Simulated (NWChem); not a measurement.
System: SiH$_{4}$O; SMILES [SiH3]O

Here is an NWChem input.

```
start job
memory heap 200 mb stack 900 mb global 1100 mb
geometry units angstroms noautosym nocenter noautoz
  Si    -0.020039    -0.495117     0.000000
  O     -0.075849     1.169752     0.000000
  H      0.682283    -1.032242     1.208873
  H     -1.433127    -0.959412     0.000000
  H      0.682283    -1.032242    -1.208873
  H      0.766438     1.632662     0.000000
end
basis spherical
  Si library pcsseg-1
  O library pcsseg-1
  H library pcsseg-1
end
dft
  xc kt2
  iterations 150
end
property
  shielding 5 1 2 3 4 6
  efieldgrad
end
task dft property
```

The geometry was optimised at PBE0/def2-SVP.

GIAO values for the isolated, static molecule; σ is the absolute isotropic shielding, δ = σ(reference) − σ with the isolated reference molecule computed at the same levels (1H: tetramethylsilane, 17O: water, 29Si: tetramethylsilane).

Atoms are numbered as in the input.

**Question.** Give the results of this calculation. (KT2/pcSseg-1, GIAO.) Quantities: δ Si1 (ppm); δ O2 (ppm); δ H3 (rotor mean) (ppm); δ H6 (ppm).

**Answer.** 
```yaml
"δ Si1 (ppm)": -30.5
"δ O2 (ppm)": 0.8
"δ H3 (rotor mean) (ppm)": 5.08
"δ H6 (ppm)": -0.24
```
